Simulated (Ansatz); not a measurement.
The same path of CH9PSi2 (13 atoms, charge 0, multiplicity 1) was run twice with different band settings. The coordinate that changes most is the dihedral H5–C1–Si2–Si3.

The calculation used RKS CAM-B3LYP-D4/def2-SVP in Ansatz 0.2.0.

Relaxed end points:

```xyz
13
Properties=species:S:1:pos:R:3
C -1.782 0.111 0.900
Si -0.482 -1.198 0.520
Si 1.500 -0.188 -0.222
P 1.020 1.007 -2.096
H -1.428 0.799 1.682
H -2.016 0.706 0.004
H -2.715 -0.353 1.252
H -0.972 -2.120 -0.545
H -0.199 -2.013 1.738
H 2.083 0.664 0.856
H 2.513 -1.216 -0.596
H 2.225 1.766 -2.083
H 0.274 2.000 -1.396
```

```xyz
13
Properties=species:S:1:pos:R:3
C -1.910 0.064 0.561
Si -0.583 -1.242 0.272
Si 1.515 -0.232 -0.002
P 1.341 1.285 -1.686
H -1.973 0.755 -0.294
H -2.898 -0.402 0.693
H -1.690 0.656 1.462
H -0.894 -2.027 -0.958
H -0.532 -2.193 1.422
H 1.967 0.394 1.275
H 2.538 -1.237 -0.411
H 2.573 1.942 -1.403
H 0.566 2.201 -0.916
```

Common settings: spring 5.0 eV/Å²; optimiser quadratic models (default); start path IDPP; force threshold 0.05 eV/Å; iteration limit 60; end points relaxed.

| run | movable images | climbing image |
| --- | --- | --- |
| 1 | 5 | yes |
| 2 | 6 | no |

Task: What does each run give, and how far can it be trusted?

Result: Run 1: converged after 4 iterations, highest image 0.072 eV above the first end. A vibrational analysis at the climbing image gives one clearly imaginary mode, 169i cm⁻¹: a first-order saddle point.
Run 2: converged after 4 iterations, highest image 0.068 eV above the first end. No image climbed, so the highest image needn't sit at the top of the path.
